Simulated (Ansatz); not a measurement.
# Energy profile

The step: GaH₃O ([OH][GaH2]) + CH₄ → CH₅Ga ([CH3][GaH2]) + H₂O (still joined by a long Ga–O bond); bonds formed: Ga1–C6, O2–H5; bonds broken: H5–C6; bonds weakened to dative contacts: Ga1–O2 (atoms numbered as in the saddle structure below).

| atom | x (Å) | y (Å) | z (Å) |
| --- | --- | --- | --- |
| Ga1 | -0.8073 | 0.1178 | -0.8336 |
| O2 | 0.9901 | 0.9468 | -0.9759 |
| H3 | -0.8702 | -1.1906 | -1.6880 |
| H4 | -1.9026 | 1.2071 | -0.6365 |
| H5 | 0.7787 | 0.3316 | 0.0816 |
| C6 | 0.0865 | -0.3433 | 1.1240 |
| H7 | 1.6047 | 0.4817 | -1.5507 |
| H8 | 0.8585 | -1.0958 | 1.3032 |
| H9 | -0.8635 | -0.8780 | 1.2755 |
| H10 | 0.1250 | 0.4224 | 1.9003 |

Electronic energies by CCSD(T) at an estimated basis limit (MP2 extrapolated from triple and quadruple zeta, plus CCSD(T) − MP2 in triple zeta), on PBE0-D4/def2-TZVP structures; CH₇GaO, closed shell; no counterpoise correction. Program: Ansatz 0.2.0. Basis: def2-TZVPP and def2-QZVPP. Cores are frozen in the correlated methods. Filled d shells of the heavier atoms are correlated. The def2 sets are not built for correlating such inner shells, so the correlated values are less sure here. Extrapolation: Hartree–Fock as exp(−7.88 √X), correlation as X^−2.97.

(1) Give the profile in kcal/mol, counted from the separated reactants. (To be estimated.)

T1 diagnostic: at most 0.016.

Answers

(1) Computed:
| point | kcal/mol |
| --- | --- |
| separated: GaH₃O (linked as [OH][GaH2]; Ga1, O2, H3, H4, H7; singlet) + CH₄ (H5, C6, H8, H9, H10; singlet) | 0.00 |
| start structure | -2.15 |
| saddle | 32.10 |
| end structure | 6.76 |
| separated: CH₅Ga (linked as [CH3][GaH2]; Ga1, H3, H4, C6, H8, H9, H10; singlet) + H₂O (O2, H5, H7; singlet) | 19.86 |

For scale, one of the runs: CCSD(T)/def2-TZVPP, 208 basis functions, launched by `ansatz run in.yaml --threads 4 --pin off --events-out ev --progress --plain --max-ram 9574MiB`. Time: 63 s of wall clock on 4 CPU threads of an Arm Neoverse V1; the host was shared. Peak host memory: 2.8 GiB.
